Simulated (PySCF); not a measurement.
Compound: C4H11FSi.
Geometry (PBE0-D3(BJ)/def2-SVP, Å), atoms numbered from 1 in this order:
```xyz
17
C4H11FSi angstrom
C     -0.7971    0.1149    1.3008
C     -0.7256   -0.3641   -0.1496
C     -2.0844   -0.2907   -0.8447
Si     0.5968    0.5742   -1.1247
C      2.3270    0.3122   -0.3722
F      2.3697    0.7707    0.9336
H      0.1758    0.0412    1.8078
H     -1.5312   -0.4759    1.8742
H     -1.1139    1.1699    1.3538
H     -0.3894   -1.4190   -0.1528
H     -2.8462   -0.8555   -0.2813
H     -2.0529   -0.7024   -1.8657
H     -2.4415    0.7503   -0.9173
H      0.6622    0.0771   -2.5375
H      0.2889    2.0391   -1.1390
H      2.5947   -0.7604   -0.3807
H      3.0992    0.8413   -0.9587
```

Theory: PBE0-D3(BJ)/def2-SVP geometry optimisation, gas phase (PySCF 2.14.0).

Masses are those of the commonest isotopes; rigid-rotor values at the optimised geometry. The values belong to one conformer with, in the numbering `[CH3:1][CH:2]([CH3:3])[SiH2:4][CH2:5][F:6]`, C1–C2–Si4–C5 61°, C2–Si4–C5–F6 -60°.

Task: What are A, B and C (cm⁻¹)?

Result: Ia = 113.90, Ib = 301.16, Ic = 383.07 u·Å²; 505379 MHz·u·Å²/I gives 4437, 1678 and 1319 MHz, that is A = 0.14801, B = 0.05597, C = 0.04401 cm⁻¹.

Task: What kind of rotor is it?

Result: An asymmetric top: κ = (2 × 1678 − 4437 − 1319)/(4437 − 1319) = -0.77.

Task: Is it planar, by Δ = Ic − Ia − Ib?

Result: Not planar: Δ = Ic − Ia − Ib = -32.00 u·Å². For a rigid frame Δ = −2 Σ m c², so Σ m c² = 16.00 u·Å² lies off the ab plane: 10.66 from hydrogen and 5.33 from heavier atoms. The atom farthest from that plane is 1.72 Å away.

Task: Give the other two planar moments, Paa and Pbb, and the rms extents of the mass along the axes.

Result: Paa = Σ m a² = (Ib + Ic − Ia)/2 = 285.17 and Pbb = Σ m b² = (Ia + Ic − Ib)/2 = 97.90 u·Å². With the mass M = 106.06 u, the rms extents √(P/M) along a, b and c are 1.64, 0.96, 0.39 Å.

Task: Where do the levels up to J = 2 lie, in K?

Result: Above 0(0,0), as E/k:
J = 1: 1(0,1) 0.144, 1(1,1) 0.276, 1(1,0) 0.293
J = 2: 2(0,2) 0.430, 2(1,2) 0.547, 2(1,1) 0.598, 2(2,1) 0.996, 2(2,0) 0.997
Those of J = 1 are B + C, A + C and A + B.

Task: Which lines would a microwave search look for?

Result: The dipole components are |μa| = 0.61 D, |μb| = 0.86 D, |μc| = 0.89 D. The squared components, which scale the intensities, stand as 0.47 : 0.94 : 1.00 (a : b : c). Some lines, for components of 0.1 D or more:

```json
{"type": "a", "branch": "R", "J(Ka,Kc)": "1(0,1) ← 0(0,0)", "MHz": "2997", "lower level (cm⁻¹)": "0.000"}
{"type": "b", "branch": "R", "J(Ka,Kc)": "3(0,3) ← 2(1,2)", "MHz": "6430", "lower level (cm⁻¹)": "0.380"}
{"type": "a", "branch": "R", "J(Ka,Kc)": "3(2,1) ← 2(2,0)", "MHz": "9121", "lower level (cm⁻¹)": "0.693"}
{"type": "a", "branch": "R", "J(Ka,Kc)": "4(2,2) ← 3(2,1)", "MHz": "12276", "lower level (cm⁻¹)": "0.997"}
{"type": "b", "branch": "Q", "J(Ka,Kc)": "4(3,1) ← 4(2,2)", "MHz": "14337", "lower level (cm⁻¹)": "1.407"}
{"type": "c", "branch": "R", "J(Ka,Kc)": "2(2,1) ← 1(1,1)", "MHz": "14990", "lower level (cm⁻¹)": "0.192"}
{"type": "b", "branch": "R", "J(Ka,Kc)": "2(2,0) ← 1(1,1)", "MHz": "15022", "lower level (cm⁻¹)": "0.192"}
{"type": "b", "branch": "R", "J(Ka,Kc)": "3(2,1) ← 2(1,2)", "MHz": "18508", "lower level (cm⁻¹)": "0.380"}
{"type": "b", "branch": "Q", "J(Ka,Kc)": "4(4,1) ← 4(3,2)", "MHz": "20515", "lower level (cm⁻¹)": "1.885"}
{"type": "c", "branch": "R", "J(Ka,Kc)": "3(3,0) ← 2(2,0)", "MHz": "23673", "lower level (cm⁻¹)": "0.693"}
{"type": "c", "branch": "R", "J(Ka,Kc)": "3(3,1) ← 2(2,1)", "MHz": "23704", "lower level (cm⁻¹)": "0.692"}
```

Stationary, but not proved a minimum. Zero-point vibration and centrifugal distortion are left out. A rigid rotor knows nothing of internal rotation, which can split or shift real lines.
